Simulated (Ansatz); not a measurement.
Program: Ansatz. Geometries: PBE0-D4/def2-TZVP. ΔE: electronic, gas phase. CCSD(T)/CBS is the MP2 limit (def2-TZVPP, def2-QZVPP) plus CCSD(T) − MP2 in def2-TZVPP, frozen cores. This one scheme is used for every species. DFT in def2-TZVPP. One conformer a species, not always the lowest.

`CO[SiH2]N` + H–F → `N[SiH2]F` + CH₃OH  (ligand exchange at the Si–O bond)

```
    species  r2SCAN-D4 energy (Eh)
`CO[SiH2]N`             -461.81172
        H–F             -100.44667
 `N[SiH2]F`             -446.57091
      CH₃OH             -115.70611
```

(1) Work out ΔE.

Largest T1 diagnostic among the species: 0.011.

Results:

(1) ΔE = (-446.57091) + (-115.70611) − (-461.81172) − (-100.44667) = -0.01863 Eh = -11.7 kcal/mol. CCSD(T)/CBS gives -10.6 kcal/mol.

The D4 term adds +2.0 kcal/mol with B3LYP and +1.1 kcal/mol with PBE0; it sums over pairs of atoms, weighted by their polarisabilities, and B3LYP, whose exchange is more repulsive, gets the larger term. In def2-TZVPP, CCSD(T) changes the Hartree–Fock value by +3.1 kcal/mol (the triples alone add +0.5 kcal/mol) and MP2 by +3.7 kcal/mol.

B3LYP here is the variant with VWN-RPA as its local correlation; programs differ in this.
